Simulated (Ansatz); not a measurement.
This geometry of H2O + H5NOSi (11 atoms, charge 0, multiplicity 1) is a first-order saddle point.

All numbers below come from RKS BLYP/def2-SVP in Ansatz 0.2.0.

```xyz
11
Properties=species:S:1:pos:R:3
Si 0.099 -0.145 0.044
N 0.091 -0.131 1.981
H -0.838 -0.161 2.425
H 0.612 0.655 2.398
H 1.425 0.325 -0.443
O -0.759 1.324 -0.246
H -1.716 1.192 -0.378
H -0.892 -1.098 -0.587
O 1.069 -1.815 0.683
H 0.556 -2.630 0.516
H 0.673 -1.185 1.775
```

Question: Which two structures does it join? (They come from a converged band through this point; their orientation in space is the band's.)

Answer: Bonds broken: Si1–N2, O9–H11. Bonds formed: Si1–O9, N2–H11. H2O + H5NOSi becomes H3N + H4O2Si.

Image 0:

```xyz
11
Properties=species:S:1:pos:R:3
Si -0.142 0.235 0.026
N -0.051 -0.006 1.775
H -0.918 -0.220 2.283
H 0.491 0.678 2.316
H 1.252 0.367 -0.464
O -0.895 1.656 -0.492
H -1.868 1.672 -0.440
H -0.900 -0.953 -0.484
O 1.511 -2.406 1.097
H 0.768 -3.029 0.973
H 1.072 -1.663 1.579
```

Image 6:

```xyz
11
Properties=species:S:1:pos:R:3
Si 0.107 -0.616 -0.816
N -0.486 0.224 2.500
H -1.437 0.014 2.837
H 0.006 0.673 3.286
H 0.826 -0.494 -2.126
O 0.065 0.907 -0.151
H -0.231 0.879 0.809
H -1.243 -1.243 -1.000
O 0.888 -1.735 0.205
H 1.850 -1.591 0.279
H -0.025 -0.688 2.345
```

Question: How far does it lie above each of them?

Answer: 19.4 kcal/mol above the first and 37.5 kcal/mol above the second. This is the barrier of this one path; another mechanism may lie lower. The orbitals stay closed-shell, which can raise the energy where a bond breaks towards radicals; this wasn't checked here.

Run time: 3.5 min on 2 threads of Arm Neoverse V2 (shared host), peak memory 0.12 GiB.
